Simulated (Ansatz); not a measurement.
`[CH3][GeH2][GeH3]` + H₂S → `[SH][GeH3]` + `[CH3][GeH3]` at 298.15 K and 1 bar (cleavage of the Ge–Ge bond).

Isolated molecules relaxed with PBE0-D4/def2-TZVP in Ansatz; ΔE leaves out vibrations. CCSD(T)/CBS is the MP2 limit (def2-TZVPP, def2-QZVPP) plus CCSD(T) − MP2 in def2-TZVPP, frozen cores. This one scheme is used for every species. For Ge outer-core shells are correlated without core-valence functions, which leaves a few kJ/mol of doubt a bond. Scalar relativity is left out up to krypton.

| species | CCSD(T)/CBS energy (Eh) | H − E (kJ/mol) | S (J/(mol·K)) |
| --- | --- | --- | --- |
| `[CH3][GeH2][GeH3]` | -4195.09161 | 219.6 | 355.2 |
| H₂S | -398.97279 | 49.9 | 205.7 |
| `[SH][GeH3]` | -2476.30083 | 99.2 | 286.9 |
| `[CH3][GeH3]` | -2117.76728 | 170.1 | 269.4 |

H − E and S are ideal-gas, rigid-rotor, harmonic terms from PBE0-D4/def2-TZVP. 1 Eh = 2625.50 kJ/mol, R = 8.31446 J/(mol·K).

By hand: ΔE, ΔH, ΔS and ΔG.

ΔE = (-2476.30083) + (-2117.76728) − (-4195.09161) − (-398.97279) = -0.00371 Eh = -9.7 kJ/mol. Δ(H − E) = 99.2 + 170.1 − 219.6 − 49.9 = -0.2, so ΔH = -9.9 kJ/mol. ΔS = 286.9 + 269.4 − 355.2 − 205.7 = -4.6 J/(mol·K). ΔG = -9.9 − 298.15 × (-4.6)/1000 = -8.5 kJ/mol.

By hand: the equilibrium constant, and the temperature at which ΔG would vanish if ΔH and ΔS stayed fixed.

log₁₀ K = −ΔG/(RT ln 10) = 1.5. ΔG = 0 at ΔH/ΔS = 2152 K, though so small a ΔH makes that figure unsure.

The number of gas molecules stays the same, so ΔS is small and ΔH decides. A doubt of 5 kJ/mol in ΔE shifts log₁₀ K by 0.9 here. These are equilibria of isolated gas molecules and say nothing of rates. Largest T1 diagnostic: 0.011 (customary marks: 0.02 for closed shells, 0.045 for open ones).
